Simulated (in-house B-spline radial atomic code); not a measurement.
How numerical settings move a run on As3+, [Ar] 3d10 4s2. Computed with a B-spline radial code for spherical atoms: scalar-relativistic (X2C) Hartree-Fock, spin-polarised, averaged over the determinants with the given up and down occupations, Fermi nucleus of rms radius 4.0968 fm.

Command:
```bash
python run_scf.py task.json out
```
Settings of the sound reference run:
```
Z                33
electrons        30
configuration    [Ar] 3d10 4s2
hamiltonian      x2c
method           hf
spin_polarised   True
nucleus          fermi
rms_radius       4.0968
mass_number      75
atomic_mass      74.92159
speed_of_light   137.036
knot_spacing     0.22
spline_order     8
gauss_points     12
box_radius       16.22
max_iterations   70
damping          0.5
damped_steps     3
diis_vectors     10
tolerance        1e-08
start            Thomas-Fermi
```

Run time, properties included: 0.33 s on 1 thread of Arm Neoverse N1, with other jobs on the host.

It converges in 10 iterations to -2257.071541 hartree, with 4s up at -48.0897 eV. The other runs change the listed settings, some to values that make no sense; their results aren't properties of the atom or ion. Radii are in bohr (the nuclear one in fm), a minus after a letter asks for a j subshell, and «unchanged» means within 1e-8 hartree. The run stops when the residual is below 10 × tolerance × max(1, Z/10), or a noise floor if that is larger, and the energy moves by less than 1e-8 × √|E| hartree; so very loose and very tight tolerances often act alike.

```tsv
changed settings	outcome
max_iterations = 3	not converged after 3 iterations, last residual 3.9e-02, last energy +2.77e-02 hartree from the reference
knot_spacing = 0.3	converged in 10 iterations, energy +2.07e-06 hartree from the reference, 4s up level -6.1e-07 eV
knot_spacing = 0.1	converged in 9 iterations, energy +4.24e-07 hartree from the reference, 4s up level +8.5e-06 eV
knot_spacing = 1	converged in 10 iterations, energy +1.64e+01 hartree from the reference, 4s up level +1.6e+00 eV (the program warns: 4s up reaches the box edge; 2s up reaches the box edge)
knot_spacing = 0.55	converged in 10 iterations, energy +2.95e-02 hartree from the reference, 4s up level +1.2e-02 eV
max_iterations = 5, tolerance = 0.001, start = bare nucleus	not converged after 5 iterations, last residual 1.9e-02, last energy +4.93e-03 hartree from the reference
box_radius = 8.11, max_iterations = 100, diis_vectors = 20	converged in 10 iterations, energy -3.82e-08 hartree from the reference, 4s up level +4.2e-06 eV (the program warns: 4s up reaches the box edge; 4s down reaches the box edge)
electrons = 31, configuration = [Ar] 3d10 4s2 5s-1, max_iterations = 75	stopped with error: j subshells need the Dirac Hamiltonian and l > 0
knot_spacing = 2	converged in 10 iterations, energy +2.74e+02 hartree from the reference, 4s up level +8.6e+00 eV (the program warns: 4s up reaches the box edge; 1s up reaches the box edge)
gauss_points = 5	converged in 10 iterations, energy +3.81e-08 hartree from the reference, 4s up level +3.2e-07 eV
knot_spacing = 0.75	converged in 10 iterations, energy +9.30e-01 hartree from the reference, 4s up level +1.0e-01 eV
gauss_points = 3	converged in 16 iterations, energy -2.17e+04 hartree from the reference, 4s up level -3.0e+01 eV
gauss_points = 16	converged in 10 iterations, energy unchanged
knot_spacing = 1.4, max_iterations = 12	converged in 10 iterations, energy +1.10e+02 hartree from the reference, 4s up level +3.7e+00 eV (the program warns: 4s up reaches the box edge; 1s up reaches the box edge)
box_radius = 2.43, max_iterations = 60, diis_vectors = 4, tolerance = 1e-13	converged in 10 iterations, energy +9.45e-01 hartree from the reference, 4s up level +1.4e+01 eV (the program warns: 4s up reaches the box edge; 3s up reaches the box edge)
knot_spacing = 2, max_iterations = 2, tolerance = 0.0001, start = bare nucleus	not converged after 2 iterations, last residual 4.7e+00, last energy +3.58e+02 hartree from the reference
```

Problem. What happens with max_iterations = 5?

Solution. Not converged after 5 iterations, last residual 3.8e-03, last energy +2.97e-04 hartree from the reference.

Problem. What happens with gauss_points = 6?

Solution. Converged in 10 iterations, energy +1.17e-08 hartree from the reference.

Problem. What happens with hamiltonian = dirac, spin_polarised = False, speed_of_light = 36.31454?

Solution. Converged in 10 iterations to -2896.6893 hartree, a different physical problem.

Problem. What happens with gauss_points = 4?

Solution. Converged in 10 iterations, energy +1.91e-07 hartree from the reference.
